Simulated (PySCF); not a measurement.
First SCF of a structure search on quartet Rb₃, at a hand-made equilateral triangle geometry. PySCF input:

```python
from pyscf import gto, scf, dft
mol = gto.M(atom='''
Rb     0.000000     2.618900     0.000000
Rb     2.268000    -1.309400     0.000000
Rb    -2.268000    -1.309400     0.000000''',
    basis={'Rb': 'def2-TZVP'},
    ecp={'Rb': 'def2-TZVP'},
    charge=0, spin=3)
mf = dft.UKS(mol, xc='PBE0')
mf.grids.atom_grid = (50, 194)
aux = {'Rb': 'def2-universal-JKFIT'}
mf = mf.density_fit(auxbasis=aux)
mf.conv_tol = 1e-08
mf.diis_space = 10
mf.max_cycle = 60
mf.init_guess = 'minao'
mf.verbose = 4
mf.kernel()
```

Excerpt of the output (cycles alone):

```
init E= -64.1198062797623
cycle= 1 E= -72.1287982949768  delta_E= -8.01  |g|= 0.36  |ddm|= 5.34
cycle= 2 E= -72.2085763367664  delta_E= -0.0798  |g|= 0.221  |ddm|= 4.39
cycle= 3 E= -72.24380783353  delta_E= -0.0352  |g|= 0.0254  |ddm|= 0.781
cycle= 4 E= -72.2443434772597  delta_E= -0.000536  |g|= 0.00836  |ddm|= 0.147
cycle= 5 E= -72.2444085319348  delta_E= -6.51e-05  |g|= 0.000736  |ddm|= 0.0303
cycle= 6 E= -72.2444133179289  delta_E= -4.79e-06  |g|= 0.000256  |ddm|= 0.0177
cycle= 7 E= -72.2444144872941  delta_E= -1.17e-06  |g|= 0.000147  |ddm|= 0.00841
cycle= 8 E= -72.2444146788852  delta_E= -1.92e-07  |g|= 8.64e-06  |ddm|= 0.00479
cycle= 9 E= -72.2444146795581  delta_E= -6.73e-10  |g|= 1.95e-06  |ddm|= 0.00037
Extra cycle  E= -72.2444146795694  delta_E= -1.13e-11  |g|= 8.98e-07  |ddm|= 3.12e-05
converged SCF energy = -72.2444146795694  <S^2> = 3.7502453  2S+1 = 4.0001226
```

No lower solution of this spin was found from smeared starts or by a stability analysis within the unrestricted form.

The search for the lowest solution, 3 starts and the stability check together, took 11 s on 2 threads of a shared Arm Neoverse V1 host, with 99 basis functions. Launch command: `OMP_NUM_THREADS=2 python axn.py task.json out`.
